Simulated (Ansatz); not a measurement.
`F[SiH](Cl)O[SiH3]` + SiH₄ → `F[SiH]([SiH3])Cl` + silanol  (formal exchange of groups at the Si–O bond)

Gas-phase electronic energies from Ansatz, PBE0-D4/def2-TZVP geometries. CCSD(T)/CBS adds triple-zeta CCSD(T) − MP2 to the extrapolated MP2 energy (def2 sets, frozen cores). This one scheme is used for every species. Functionals use def2-TZVPP. B3LYP here is the variant with VWN-RPA as its local correlation; programs differ in this. HSE06 is defined as in plane-wave codes. Each species was taken in one conformer, which may not be the lowest.

```csv
level,ΔE (kJ/mol),difference from CCSD(T)/CBS
LDA (SPW92),124.5,-21.4
revPBE-D4,120.2,-25.7
BLYP-D4,138.1,-7.8
r2SCAN-D4,140.6,-5.3
B97M-V,142.5,-3.4
PBE0-D4,128.7,-17.2
B3LYP-D4,145.0,-0.9
r2SCANh-D4,142.4,-3.5
r2SCAN0-D4,145.0,-0.9
HSE06-D4,128.3,-17.6
BHLYP-D4,157.3,11.4
ωB97X-V,142.2,-3.7
ωB97M-V,148.1,2.2
B2PLYP,148.5,2.6
PBE-QIDH,142.5,-3.4
PBE,116.5,-29.4
revPBE,113.5,-32.4
r2SCAN,139.9,-6.0
B3LYP,142.0,-3.9
r2SCANh,141.7,-4.2
HSE06,126.7,-19.2
BHLYP,155.5,9.6
CAM-B3LYP,150.4,4.5
LC-ωPBE,135.7,-10.2
RPA@PBE/def2-TZVPP,147.4,1.5
HF/def2-SVP,165.0,19.1
MP2/def2-SVP,154.4,8.5
CCSD/def2-SVP,150.5,4.6
CCSD(T)/def2-SVP,148.3,2.4
HF/def2-TZVPP,170.0,24.1
MP2/def2-TZVPP,154.1,8.2
SCS-MP2/def2-TZVPP,156.7,10.8
CCSD/def2-TZVPP,151.3,5.4
CCSD(T)/def2-TZVPP,148.3,2.4
HF/def2-QZVPP,172.5,26.6
MP2/def2-QZVPP,153.5,7.6
SCS-MP2/def2-QZVPP,156.0,10.1
HF/CBS(def2),172.8,26.9
MP2/CBS(def2),151.6,5.7
CCSD/CBS(def2),148.9,3.0
CCSD(T)/CBS,145.9,0
```

Largest T1 diagnostic among the species: 0.012.

Leaving LDA and LC-ωPBE aside and taking each functional with its dispersion term where it has one, the values, not all of them listed here, spread over 38.9 kJ/mol, from PBE-D4 to BHLYP-D4. LDA lies +8.0 kJ/mol from PBE without D4. In def2-TZVPP, CCSD(T) changes the Hartree–Fock value by −21.7 kJ/mol (the triples alone add −3.0 kJ/mol) and MP2 by −16.0 kJ/mol.
